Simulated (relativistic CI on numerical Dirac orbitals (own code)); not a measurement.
## One change at a time: Ta⁸⁺

Base calculation: Dirac-Coulomb-Breit CI, KLI orbitals optimised for each configuration, model QED, unscaled Slater integrals.

CI space (outside the closed core [Kr] 4d10): 4f13 5s2 5p4, 4f12 5s2 5p5, 4f14 5s2 5p3, 4f13 5s 5p5, 4f12 5s 5p6, 4f13 5s2 5p3 5d, 4f11 5s2 5p5 5d, 4f14 5s2 5p2 5d, 4f14 5s 5p4, 4f12 5s2 5p4 5d, 4f11 5s2 5p5 6s, 4f14 5s2 5p2 6s, 4f13 5s 5p4 5d, 4f13 5s2 5p3 5f, 4f14 5p5, 4f13 5s2 5p3 6s, 4f14 5s2 5p2 5g, 4f14 5s 5p3 6p, 4f13 5p5 5d, 4f14 5p4 5d, 4f14 5p4 6s, 4f11 5s2 5p6, 4f10 5s2 5p6 5d, 4f13 5p6, 4f12 5p6 5d, 4f14 5s2 5p2 6p, 4f14 5s2 5p 5d 6p, 4f14 5s2 5p2 5f, 4f14 5s2 5p 5d 5f, 4f14 5s 5p3 6s, 4f14 5s 5p2 5d 6s. Double excitations out of closed p, d and f shells are left out; levels of such configurations are missing from the list, as are those of other unlisted configurations, and high levels can miss mixing partners.

The lowest level and the first level of each name with at least 55 % of one term (blank where a level has no safe partner in the second run):

| Level | Base (cm⁻¹) | Shift (cm⁻¹) |
| --- | --- | --- |
| 4f13 5s2 5p4 2G°_9/2 | 0.0 | 0.0 |
| 4f13 5s2 5p4 4G°_11/2 | 430.0 | -75.6 |
| 4f13 5s2 5p4 2D°_3/2 | 1680.5 | -216.7 |
| 4f12 5s2 5p5 4H°_13/2 | 13718.2 | +2037.0 |
| 4f12 5s2 5p5 4I°_15/2 | 16593.3 | +2036.7 |
| 4f13 5s2 5p4 4D°_1/2 | 18762.4 | -120.8 |
| 4f12 5s2 5p5 4I°_13/2 | 35835.8 | +2036.9 |
| 4f12 5s2 5p5 4D°_1/2 | 38482.2 | +2021.1 |
| 4f12 5s2 5p5 4D°_3/2 | 40297.7 | +1979.2 |
| 4f11 5s2 5p6 4I°_15/2 | 57214.4 | +4056.8 |
| 4f12 5s2 5p5 2I°_13/2 | 64070.6 | +2038.0 |
| 4f11 5s2 5p6 4I°_13/2 | 70508.5 | +4056.3 |
| 4f11 5s2 5p6 4I°_11/2 | 76297.5 | +4026.6 |
| 4f12 5s2 5p5 2K°_15/2 | 81546.0 | +2037.0 |

At this charge configurations can still be misplaced by up to about 7 % of their energy. Levels and lines within the n = 5 or 6 shells can be off by up to 10 % or somewhat more, and those that change n by about 2 %, since core polarisation is missing. Levels that differ in their count of f electrons can be misplaced by several ten thousand cm⁻¹, since the correlation energy of f electrons is missing or only estimated; rates across such gaps can be off by orders of magnitude.

Task: One thing was changed in a second run, which moved the levels as shown. Which?
A. configuration mixing switched off
B. Breit term removed
C. QED terms removed
D. P86 correlation estimate

Result: D. P86 correlation estimate. A correlation estimate moves all levels of a configuration together before mixing; mixed levels move by a weighted share.

LS names give the leading component of a level, which can be under half, so a name can repeat, a term be missing and a line seem to break the LS rules.
